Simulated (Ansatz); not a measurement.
Program: Ansatz. Geometries: PBE0-D4/def2-TZVP. ΔE: electronic, gas phase. CCSD(T)/CBS is the MP2 limit (def2-TZVPP, def2-QZVPP) plus CCSD(T) − MP2 in def2-TZVPP, frozen cores. Functionals use def2-TZVPP. def2 core potentials past Kr. For I, Sn outer-core shells are correlated without core-valence functions, which leaves a few kJ/mol of doubt a bond. One conformer a species, not always the lowest.

Consider the ligand exchange at the Sn–N bond: `FC[NH][SnH3]` + HI → `[SnH3][I]` + `NCF`.

```tsv
level	ΔE (kJ/mol)
B2PLYP	-121.2
SCS-MP2/def2-TZVPP	-114.4
```

Question: What does CCSD(T)/CBS give? (Best estimate.)

Answer: Ansatz gave: -122.3 kJ/mol. The listed levels differ from it by 1.1, 7.9 kJ/mol.

Largest T1 diagnostic among the species: 0.013.

In def2-TZVPP, CCSD(T) changes the Hartree–Fock value by +28.9 kJ/mol (the triples alone add +3.1 kJ/mol) and MP2 by +22.1 kJ/mol. From PBE to PBE0 (25 % exact exchange), in def2-TZVPP and without D4, ΔE moves by −6.6 kJ/mol. The D4 term adds +4.2 kJ/mol with B3LYP and +2.3 kJ/mol with PBE0; it sums over pairs of atoms, weighted by their polarisabilities, and B3LYP, whose exchange is more repulsive, gets the larger term.

B3LYP here is the variant with VWN-RPA as its local correlation; programs differ in this.
